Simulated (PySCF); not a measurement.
Compound: C₇H₁₃FO₂.
Numbering: `[CH3:1][CH2:2][C@@:3]1([O:4][C@@H:5]([CH3:6])[F:7])[CH2:8][CH2:9][O:10]1` (hydrogens: H11, H12, H13 on C1; H14, H15 on C2; H16 on C5; H17, H18, H19 on C6; H20, H21 on C8; H22, H23 on C9)

Geometry (PBE0-D3(BJ)/def2-SVP, Å), atoms numbered from 1 in this order:
```xyz
23
C7H13FO2 angstrom
C     -1.008   -2.369    0.284
C     -1.450   -1.149   -0.505
C     -0.648    0.089   -0.164
O      0.681   -0.191   -0.528
C      1.685    0.617   -0.046
C      2.997   -0.098   -0.196
F      1.736    1.798   -0.775
C     -1.225    1.447   -0.610
C     -1.323    1.727    0.888
O     -0.760    0.450    1.209
H      0.030   -2.633    0.042
H     -1.646   -3.237    0.063
H     -1.065   -2.165    1.364
H     -2.509   -0.920   -0.303
H     -1.356   -1.320   -1.590
H      1.474    0.908    0.997
H      3.141   -0.376   -1.249
H      3.001   -1.010    0.417
H      3.822    0.554    0.122
H     -2.178    1.377   -1.151
H     -0.516    2.069   -1.167
H     -2.343    1.836    1.292
H     -0.700    2.556    1.266
```

Computed with PySCF at PBE0/pcSseg-1, non-relativistic, on one gas-phase PBE0-D3(BJ)/def2-SVP geometry that isn't relaxed in the solvent. The solvent is an IEF-PCM continuum (cavity from Bondi-type radii × 1.2). The model holds no explicit solvent molecules, cavitation or dispersion.

```tsv
run	E − E(gas) (kcal/mol)	HOMO (eV)	HOMO–LUMO gap (eV)	dipole (D)
gas	0.00	-7.70	9.14	0.86
P	-1.88	-7.69	9.20	0.97
Q	-4.71	-7.70	9.27	1.20
```

Task: The runs were made in acetonitrile and cyclohexane. Which run belongs to which solvent?

Result: P = cyclohexane, Q = acetonitrile. The dielectric constants are 2.017 (cyclohexane), 35.69 (acetonitrile), and the energy falls further as ε rises. In this model the ground state sees the solvent through ε alone.

Task: How constant is the ratio of the lowering to (ε − 1)/(2ε + 1)?

Result: 
| solvent | (ε − 1)/(2ε + 1) | E − E(gas) (kcal/mol) | ratio (kcal/mol) | polarisation term (kcal/mol) |
| --- | --- | --- | --- | --- |
| cyclohexane | 0.202 | -1.88 | -9.3 | -1.96 |
| acetonitrile | 0.479 | -4.71 | -9.8 | -5.28 |

The ratio changes by +5.5 % in size from cyclohexane to acetonitrile. The polarisation term is half the interaction of the solute with the induced surface charges.
